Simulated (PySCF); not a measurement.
Input of a run (PBE0-D3(BJ)/def2-SVP geometry optimisation, gas phase (PySCF 2.14.0)), started from GFN2-xTB:
```
{"job": {"xc": "PBE0", "basis": "def2-SVP", "d3": "d3bj", "grid": 1, "shake": 0.01, "kind": "geom"}, "charge": 0, "multiplicity": 1}
F     -1.790200    -1.269580     1.142100
Ge    -1.283050    -0.171500    -0.110030
F     -2.100360     1.294800     0.340480
Ge     1.225390     0.139550     0.026160
F      1.993950     0.667740     1.470190
F      1.820220     1.254090    -1.160540
F      2.106210    -1.304840    -0.363390
H     -1.917030    -0.629400    -1.397430
```

Output (energies in Eh, forces in Eh/bohr):
```
step   0  E = -4652.09849071  max force = 0.019847
step   1  E = -4652.10423526  max force = 0.008496
step   2  E = -4652.10475776  max force = 0.002537
step   3  E = -4652.10479656  max force = 0.001020
step   4  E = -4652.10483564  max force = 0.001381
step   5  E = -4652.10486052  max force = 0.001913
step   6  E = -4652.10488269  max force = 0.001487
step   7  E = -4652.10489930  max force = 0.001141
step   8  E = -4652.10492473  max force = 0.000679
step   9  E = -4652.10494714  max force = 0.000928
step  10  E = -4652.10496015  max force = 0.000519
step  11  E = -4652.10496773  max force = 0.000287
optimisation converged
```

Question: Summarise the run.

Answer: The energy falls by 17.0 kJ/mol over 12 energy and gradient evaluations, the largest force component goes from 0.0198 to 2.9e-04 Eh/bohr, and the atoms move by 0.145 Å rms after alignment. The bond that changes most is Ge2–Ge4 (ends: germanium bonded to 2 F, Ge and H; germanium bonded to 3 F and Ge), which shortens by 0.105 Å. Bonds longer at the end by more than 0.005 Å: 1 of 7; shorter: 5. Among the angles that change most is Ge2–Ge4–F5, from 121.7° to 114.4°. The energy never rose by more than 1e-6 Eh on the way. The first step brought 89 % of the lowering.

Question: What are the final bond lengths?

Answer: F1–Ge2 1.725 Å, Ge2–F3 1.725 Å, Ge2–Ge4 2.426 Å, Ge4–F5 1.715 Å, Ge4–F6 1.719 Å, Ge4–F7 1.719 Å, Ge2–H8 1.528 Å. Numbering counts from 1 in the input's order; the species is `[F][GeH]([F])[Ge]([F])([F])[F]`.

The run used 139 basis functions and 72 SCF cycles in all. The run took 2.0 min on one thread, Arm Neoverse V2 (aarch64), shared host with 96 logical CPUs at a one-minute load of 39, and the process peaked at 0.61 GiB of memory.

PBE0-D3(BJ)/def2-SVP frequencies: not computed here.

Shape of the structure used: `[F:1][GeH:2]([F:3])[Ge:4]([F:5])([F:6])[F:7]`: F1–Ge2–Ge4–F5 -61°.
